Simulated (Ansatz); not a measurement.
A further run on [Au(OH)4]- (AuO₄H₄⁻).

```yaml
crystal:
  periodic: [false, false, false]
  atoms:
    - {symbol: Au, position_ang: [-0.000018, 0.000010, -0.000418]}
    - {symbol: O, position_ang: [1.942075, 0.433364, -0.040370]}
    - {symbol: H, position_ang: [2.362640, -0.432615, -0.054459]}
    - {symbol: O, position_ang: [-0.433002, 1.942485, 0.020468]}
    - {symbol: H, position_ang: [0.432863, 2.363196, 0.003879]}
    - {symbol: O, position_ang: [-1.942108, -0.433349, 0.039732]}
    - {symbol: H, position_ang: [-2.362598, 0.432651, 0.056738]}
    - {symbol: O, position_ang: [0.432983, -1.942457, -0.021700]}
    - {symbol: H, position_ang: [-0.432846, -2.363264, -0.003860]}
basis:
  gaussian: {orbitals: def2-TZVPD}
total_charge: -1
magnetization: {spin_polarized: true, initial_magnetization: 2}
hamiltonian: {xc: {name: SVWN5}}
scf: {omitted_lower_state_checks: [starts]}
```

```sh
$ ansatz run in.yaml --threads 4 --pin off --events-out ev --progress --plain --max-ram 3916MiB
```

Shortened log:

```
Functional definition: SVWN5
1308 factors; their error is unknown
mean field evaluation 1: about -11848.8220 eV, gradient 9.7e1 eV
mean field evaluation 2: about -11667.2864 eV, gradient 2.4e2 eV
mean field evaluation 4: about -11862.6955 eV, gradient 7.7e1 eV
mean field evaluation 8: about -11885.3887 eV, gradient 1.4e1 eV
mean field evaluation 16: about -11886.4673 eV, gradient 5.4e-3 eV
mean field -11886.46725243 eV, -436.8196145901 hartree, gradient 3.0e-5 eV, S^2 2.003125; 0 other end points of the search recorded, 0 dependent functions left out
reference -11886.46730153 eV, -436.8196163941 hartree; 29, 27 occupied and 210, 212 virtual orbitals, 1308 factors
Total energy: -11886.46730153 eV, -436.8196163941 hartree
Checks for a lower state left out: starts
```

Run time 1.4 s (4 threads of AMD EPYC 9R45 on a shared host).

In the def2 sets Au takes a core potential; there is no spin–orbit coupling.
